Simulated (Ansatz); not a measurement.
`C#[C][SnH]([Cl])[Cl]` + CH₄ → `C#[C][SnH]([CH3])[Cl]` + HCl  (formal exchange of groups at the Sn–Cl bond)

Computed with Ansatz on PBE0-D4/def2-TZVP structures; ΔE is electronic, products minus reactants. CCSD(T)/CBS is the MP2 limit (def2-TZVPP, def2-QZVPP) plus CCSD(T) − MP2 in def2-TZVPP, frozen cores. This one scheme is used for every species. Functionals use def2-TZVPP. B3LYP here is the variant with VWN-RPA as its local correlation; programs differ in this. HSE06 is defined as in plane-wave codes. Elements past krypton have def2 core potentials. For Sn outer-core shells are correlated without core-valence functions, which leaves a few kJ/mol of doubt a bond.

| level | ΔE (kJ/mol) | difference from CCSD(T)/CBS |
| --- | --- | --- |
| LDA (SPW92) | 91.4 | -4.5 |
| revPBE-D4 | 98.4 | 2.5 |
| BLYP-D4 | 102.9 | 7.0 |
| r2SCAN-D4 | 104.0 | 8.1 |
| B97M-V | 110.7 | 14.8 |
| PBE0-D4 | 99.4 | 3.5 |
| B3LYP-D4 | 103.6 | 7.7 |
| r2SCANh-D4 | 103.7 | 7.8 |
| r2SCAN0-D4 | 103.2 | 7.3 |
| HSE06-D4 | 99.6 | 3.7 |
| BHLYP-D4 | 107.5 | 11.6 |
| CAM-B3LYP-D4 | 101.6 | 5.7 |
| ωB97X-V | 100.3 | 4.4 |
| ωB97M-V | 99.3 | 3.4 |
| B2PLYP | 101.5 | 5.6 |
| PBE-QIDH | 98.4 | 2.5 |
| PBE | 98.9 | 3.0 |
| revPBE | 100.3 | 4.4 |
| BLYP | 103.9 | 8.0 |
| r2SCAN | 104.4 | 8.5 |
| PBE0 | 99.9 | 4.0 |
| r2SCANh | 104.0 | 8.1 |
| r2SCAN0 | 103.6 | 7.7 |
| HSE06 | 100.0 | 4.1 |
| BHLYP | 107.1 | 11.2 |
| CAM-B3LYP | 102.0 | 6.1 |
| LC-ωPBE | 97.2 | 1.3 |
| RPA@PBE/def2-TZVPP | 87.4 | -8.5 |
| HF/def2-SVP | 118.4 | 22.5 |
| MP2/def2-SVP | 106.5 | 10.6 |
| CCSD(T)/def2-SVP | 104.2 | 8.3 |
| MP2/def2-TZVPP | 93.1 | -2.8 |
| SCS-MP2/def2-TZVPP | 95.4 | -0.5 |
| CCSD/def2-TZVPP | 92.2 | -3.7 |
| CCSD(T)/def2-TZVPP | 91.3 | -4.6 |
| HF/def2-QZVPP | 114.9 | 19.0 |
| MP2/def2-QZVPP | 96.1 | 0.2 |
| SCS-MP2/def2-QZVPP | 98.4 | 2.5 |
| HF/CBS(def2) | 115.0 | 19.1 |
| CCSD/CBS(def2) | 96.9 | 1.0 |
| CCSD(T)/CBS | 95.9 | 0 |

(1) What do rigid-rotor, harmonic-oscillator terms from PBE0-D4/def2-TZVP frequencies (298.15 K, 1 bar) make of the CCSD(T)/CBS value? (Estimate.)

Largest T1 diagnostic among the species: 0.012.

Answers

(1) Ansatz gave: ΔZPE = -8.0 kJ/mol, ΔH = +88.7 kJ/mol, ΔS = 12 J/(mol·K), ΔG = +85.2 kJ/mol.

In def2-TZVPP, CCSD(T) changes the Hartree–Fock value by −22.7 kJ/mol (the triples alone add −0.9 kJ/mol) and MP2 by −20.9 kJ/mol. From BLYP to BHLYP (50 % exact exchange), in def2-TZVPP and without D4, ΔE moves by +3.2 kJ/mol. Leaving LDA and LC-ωPBE aside and taking each functional with its dispersion term where it has one, the values, not all of them listed here, spread over 12.4 kJ/mol, from PBE-D4 to B97M-V. LDA lies −7.5 kJ/mol from PBE without D4.
